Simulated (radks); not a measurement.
Charge is removed step by step from the 5p3/2 level of Nd, starting from [Kr] 4d10 4f4 5s2 5p(1/2: 2, 3/2: 4) 6s2. Method: Dirac Kohn-Sham, LDA (Slater exchange, Perdew-Wang correlation), spin-unpolarised, spherical densities, point nucleus; open shells fill j = l - 1/2 first; computed with a radial shooting solver on a logarithmic mesh with Libxc functionals.

removed (e),E - E(0) (eV),eigenvalue (eV),E minus straight line (eV)
0,0.000,-21.192,0.000
0.125,2.719,-22.318,-0.525
0.25,5.581,-23.480,-0.908
0.375,8.590,-24.671,-1.143
0.5,11.750,-25.889,-1.227
0.625,15.063,-27.131,-1.158
0.75,18.534,-28.396,-0.932
0.875,22.163,-29.680,-0.547
1,25.955,-30.984,0.000

Removing the whole electron costs 25.955 eV by Delta-SCF, against 21.192 eV from minus the eigenvalue at the starting occupation. Slater's transition state (half an electron removed) gives 25.889 eV. Integrating minus the eigenvalue over the occupation (Janak's theorem) gives 25.955 eV. The mean slope of the eigenvalue, de/dn, is 9.79 eV per electron.
